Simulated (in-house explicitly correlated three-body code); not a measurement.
Computed with an exponentially correlated three-body code. Model: two electrons around a point charge, non-relativistic, variational in 260 exponentially correlated functions (energies converged to about 1e-7 hartree, or 1e-8 relative for large Z).

For this charge the correlation energy is taken as exact minus Hartree-Fock, from which it differs by microhartrees, and the kinetic parts follow from it.

For two electrons in a singlet the Kohn-Sham orbital is the square root of half the density, so the exact Kohn-Sham potential and energy parts follow from the density alone, and exchange is minus half the Hartree energy. The Kohn-Sham level equals minus the binding energy of the second electron.

Command:
```bash
python run_hyl.py task.json out
```
Settings (lengths in bohr, energies in hartree):
```
Z                      10
interaction_strength   1
functions              260
states_tried           13
```

Cost of the run: 14 s on 1 thread of AMD EPYC 9R45 96-Core Processor (Zen 5), with other jobs on the host.

**Those bound S and P states to n = 4 that converged, binding against the one-electron ion.**

Given: nuclear charge 10.

Computed: one-electron threshold -50 hartree.

```tsv
term	energy (hartree)	binding (eV)	quantum defect
1 1S	-93.9068065	1194.8	0.039579
2 3S	-60.6686466	290.31	0.051624
2 3P	-60.3174888	280.75	0.018744
2 1S	-60.2953397	280.15	0.016614
2 1P	-60.0556766	273.63	-0.0068821
3 3S	-54.650908	126.56	0.049072
3 3P	-54.5548376	123.94	0.018114
3 1S	-54.5522495	123.87	0.017266
3 1P	?	?	?
4 3S	-52.5934834	70.572	0.048284
4 3P	?	?	?
4 1S	-52.5535188	69.485	0.01748
4 1P	-52.5244283	68.693	-0.0054009
```

Q: What belongs in the row 3 1P?

A: energy (hartree): -54.4827151; binding (eV): 121.98; quantum defect: -0.0057783.

Q: What belongs in the row 4 3P?

A: energy (hartree): -52.5540669; binding (eV): 69.5; quantum defect: 0.017907.

**Electric-dipole lines between converged S and P states, rate of the upper state's decay.**

```tsv
s state	p state	p minus s (eV)	oscillator strength from s	rate (1/s)
1 1S	2 1P	921.14	0.72263	8.8685e+12
1 1S	3 1P	1072.8	0.14916	2.4829e+12
1 1S	4 1P	1126.1	0.05598	1.0267e+12
2 1S	2 1P	6.5216	0.053431	3.2869e+07
2 1S	3 1P	158.17	0.38624	1.3976e+11
2 1S	4 1P	211.46	0.0956	6.1829e+10
3 1S	2 1P	-149.76	-0.05339	5.1957e+10
3 1S	3 1P	?	?	?
3 1S	4 1P	55.18	0.42255	1.8609e+10
4 1S	2 1P	-204.14	-0.011644	2.1057e+10
4 1S	3 1P	-52.496	-0.12148	1.4526e+10
4 1S	4 1P	0.79159	0.12954	1.1741e+06
2 3S	2 3P	9.5555	0.074198	9.7991e+07
2 3S	3 3P	166.37	0.3655	1.4632e+11
2 3S	4 3P	220.81	0.092092	6.4945e+10
3 3S	2 3P	-154.2	-0.055116	5.6864e+10
3 3S	3 3P	2.6142	0.12425	1.2282e+07
3 3S	4 3P	?	?	?
4 3S	2 3P	-210.18	-0.011764	2.2551e+10
4 3S	3 3P	-53.371	-0.12759	1.5771e+10
4 3S	4 3P	1.0726	0.17124	2.8494e+06
```

Q: What belongs in the row 3 1S 3 1P?

A: p minus s (eV): 1.8921; oscillator strength from s: 0.092983; rate (1/s): 4.815e+06.

Q: What belongs in the row 3 3S 4 3P?

A: p minus s (eV): 57.058; oscillator strength from s: 0.40005; rate (1/s): 1.8838e+10.

**Exact Kohn-Sham parts of the ground state from its density.**

Computed: total energy -93.9068065 hartree; Kohn-Sham kinetic 93.862 hartree; Hartree energy 12.055 hartree; exchange energy -6.0275 hartree; kinetic part of the DFT correlation energy 0.044555 hartree; exact minus restricted Hartree-Fock -0.045693 hartree; Kohn-Sham level -1194.8 eV; restricted Hartree-Fock level -1195 eV; dipole polarisability 0.0010448 bohr³.

Q: What is the potential part of the DFT correlation energy?

A: -0.090248 hartree.

Q: What is the C6 of two such species?

A: 3.2225e-05 hartree·bohr⁶.

**Density and exact potentials over r, pair density (one pair, times 4 pi r12^2) and exact minus Kohn-Sham pair density over r12.**

| radius (bohr) | radial density (electrons/bohr) | exchange potential (hartree) | intracule density (1/bohr) | Coulomb hole against Kohn-Sham (1/bohr) | correlation potential (hartree) |
| --- | --- | --- | --- | --- | --- |
| 0.0422 | 5.754 | -8.9457 | 0.68032 | -0.04651 | -0.014 |
| 0.0489 | 6.7679 | -8.75 | 0.88708 | -0.05608 | -0.008 |
| 0.0567 | 7.8017 | -8.5115 | 1.1466 | -0.06597 | -0.001 |
| 0.0657 | 8.7745 | -8.2277 | 1.4619 | -0.07511 | 0.006 |
| 0.0761 | 9.5981 | -7.8952 | 1.8332 | -0.08204 | 0.012 |
| 0.0882 | 10.173 | -7.5102 | 2.2551 | -0.08491 | 0.017 |
| 0.102 | 10.392 | -7.0821 | 2.6983 | -0.08171 | 0.02 |
| 0.118 | 10.187 | -6.6089 | 3.1336 | -0.07087 | 0.021 |
| 0.137 | 9.4983 | -6.0868 | 3.5145 | -0.05136 | 0.019 |
| 0.159 | ? | ? | ? | ? | ? |
| 0.184 | 6.9179 | -4.9951 | 3.798 | 0.003184 | 0.013 |
| 0.213 | 5.312 | -4.4543 | 3.5929 | 0.02801 | 0.01 |
| 0.247 | 3.7261 | -3.9283 | 3.1351 | 0.04358 | 0.006 |
| 0.287 | 2.3446 | -3.4304 | 2.4768 | 0.04629 | 0.003 |
| 0.332 | 1.3322 | -2.9899 | 1.7635 | 0.03793 | 0.001 |
| 0.385 | ? | ? | ? | ? | ? |
| 0.446 | 0.27644 | -2.2397 | 0.58389 | 0.01135 | 0.001 |

Q: What belongs in the row 0.159?

A: radial density (electrons/bohr): 8.3619; exchange potential (hartree): -5.5406; intracule density (1/bohr): 3.7586; Coulomb hole against Kohn-Sham (1/bohr): -0.02508; correlation potential (hartree): 0.017.

Q: What belongs in the row 0.385?

A: radial density (electrons/bohr): 0.65468; exchange potential (hartree): -2.5896; intracule density (1/bohr): 1.0942; Coulomb hole against Kohn-Sham (1/bohr): 0.02405; correlation potential (hartree): 0.001.
